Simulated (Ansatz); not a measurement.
Name a neutral molecule of C, O, Si and H with HOMO–LUMO gap (B3LYP/def2-TZVPP) between 4.25 and 4.55 eV and HOMO–LUMO gap (PBE/def2-TZVPP) between 1.90 and 2.20 eV (Ansatz, PBE0-D4/def2-TZVP geometry).

`O=C(O)C(=O)[SiH3]` (4.29 eV, 2.18 eV). Other molecules can fit too; these were computed, each in one conformer that needn't be the lowest.

B3LYP here is the variant with VWN-RPA as its local correlation; programs differ in this.
